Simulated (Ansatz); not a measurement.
A nudged elastic band was laid between two geometries of C₂H₄InNO (9 atoms, charge 0, multiplicity 1).

Computed with Ansatz 0.2.0, RKS PBE0/def2-SVP.

```
movable images  : 7
climbing image  : yes
spring          : 5.0 eV/Å²
optimiser       : quadratic models (default)
start path      : through a guess of the saddle point
force threshold : 0.5 eV/Å
iteration limit : 60
end points      : relaxed
```

Initial state:

```xyz
9
Properties=species:S:1:pos:R:3
O 0.128 1.835 -0.709
C 0.078 0.555 -0.309
C 1.028 -0.377 -0.699
In 0.191 -1.809 0.524
N -0.944 0.119 0.487
H -0.725 2.242 -0.510
H 1.780 -0.241 -1.472
H -0.193 -3.156 1.479
H -1.255 0.786 1.191
```

Final state:

```xyz
9
Properties=species:S:1:pos:R:3
O 0.072 1.359 -0.843
C -0.144 0.194 -0.201
C 0.677 -0.908 -0.542
In 0.735 -1.091 1.965
N -0.953 0.083 0.839
H -0.352 2.073 -0.351
H 1.484 -0.742 -1.259
H 0.165 -1.871 -0.625
H -1.596 0.856 1.001
```

**Question.** Which bonds break or form, and what moves?

**Answer.** Bonds broken: In4–H8. Bonds formed: C3–H8.

**Question.** Give the energies along the band, and the barrier.

**Answer.** It converged. The highest image is number 4 of 0 to 8, 157.0 kJ/mol above the first end and 364.7 kJ/mol above the last; the last end lies 207.7 kJ/mol below the first. The threshold of 0.5 eV/Å is loose, so the images may lie well off the minimum-energy path. Neighbouring images differ by up to 2.2 eV, so the band resolves the path poorly. Another band between the same ends (7 images) ends at a top of the same energy, where a vibrational analysis finds 1 clearly imaginary mode. The orbitals stay closed-shell, which can raise the energy where a bond breaks towards radicals; this wasn't checked here.

```csv
image,path coordinate (Å),energy (kJ/mol),In4–H8 (Å),C3–H8 (Å)
0,0.00,0.0,1.70,3.74
1,0.85,5.3,1.69,3.70
2,1.68,33.3,1.68,3.57
3,2.52,99.7,1.70,3.10
4,3.35,157.0,1.82,2.33
5,4.01,34.8,2.02,1.58
6,4.67,-174.4,2.55,1.11
7,5.34,-198.6,2.75,1.10
8,6.02,-207.7,2.77,1.09
```

**Question.** What is the geometry of the highest image?

**Answer.** 
```xyz
9
Properties=species:S:1:pos:R:3:forces:R:3
O -0.183 1.302 -1.036 0.14 -0.10 0.08
C 0.119 0.475 -0.016 -0.18 0.19 -0.13
C 1.151 -0.508 -0.199 0.06 -0.01 0.01
In 0.275 -1.914 1.209 0.02 0.00 0.04
N -0.549 0.414 1.108 0.06 -0.09 0.14
H -0.948 1.842 -0.801 -0.06 0.02 -0.02
H 1.910 -0.324 -0.968 -0.01 0.00 -0.01
H -0.292 -2.318 -0.468 -0.04 -0.03 -0.04
H -1.395 0.984 1.153 0.00 0.03 -0.06
```

Run time: 5.4 min on 2 threads of Arm Neoverse V1, on a shared host, peak memory 0.24 GiB.
